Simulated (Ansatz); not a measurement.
```yaml
crystal:
  periodic: [false, false, false]
  atoms:
    - {symbol: O, position_ang: [-2.010943, -0.836927, 1.403066]}
    - {symbol: C, position_ang: [-1.112651, -0.463232, 0.779117]}
    - {symbol: C, position_ang: [-0.950287, 0.932511, 0.413652]}
    - {symbol: C, position_ang: [0.446821, 1.305246, 0.196371]}
    - {symbol: C, position_ang: [1.109116, 0.463744, -0.783846]}
    - {symbol: O, position_ang: [1.999649, 0.838530, -1.418176]}
    - {symbol: C, position_ang: [0.576833, -0.880799, -0.913874]}
    - {symbol: C, position_ang: [-0.070652, -1.357318, 0.307488]}
    - {symbol: H, position_ang: [-1.412027, 1.522022, 1.145557]}
    - {symbol: H, position_ang: [-1.501143, 1.076433, -0.473169]}
    - {symbol: H, position_ang: [0.988173, 1.202629, 1.094748]}
    - {symbol: H, position_ang: [0.552860, 2.304158, -0.098969]}
    - {symbol: H, position_ang: [1.349264, -1.513308, -1.229622]}
    - {symbol: H, position_ang: [-0.122519, -0.851689, -1.701696]}
    - {symbol: H, position_ang: [0.638411, -1.427887, 1.083968]}
    - {symbol: H, position_ang: [-0.480893, -2.314101, 0.195385]}
basis:
  gaussian: {orbitals: def2-SVPD}
hamiltonian: {xc: {name: B3LYP-D3}, pseudopotentials: {relativity: scalar}}
```

```sh
$ ansatz run in.yaml --threads 2 --pin off --events-out ev --progress --plain --max-ram 20480MiB --backend cpu
```

Shortened log:

```
Error: YAML parse error: error: line 22 column 19: hamiltonian.xc: no functional is named "B3LYP-D3"; the names, which are not case-sensitive, are SVWN5, SPW92, PBE, PBE0, PBEsol, revPBE, revPBE0, RPBE, rPW86-PBE, HSE06, wPBEh, LC-wPBE, HISS, HF, BLYP, B3LYP, B3LYP5, BHLYP, CAM-B3LYP, r2SCAN, r2SCANh, r2SCAN0, r2SCAN50, m-r2SCAN, B97, wB97, wB97X, wB97X-V, B97M-V, wB97M-V, B2PLYP, B2GP-PLYP, PBE0-DH, PBE-QIDH
20 | basis:
21 |   gaussian: {orbitals: def2-SVPD}
22 | hamiltonian: {xc: {name: B3LYP-D3}, pseudopotentials: {relativity: scalar}}
```

What is wrong with this run?

The method's name isn't one that the program takes here. The input was rejected before any iteration.

HSE06 is defined as in plane-wave codes.
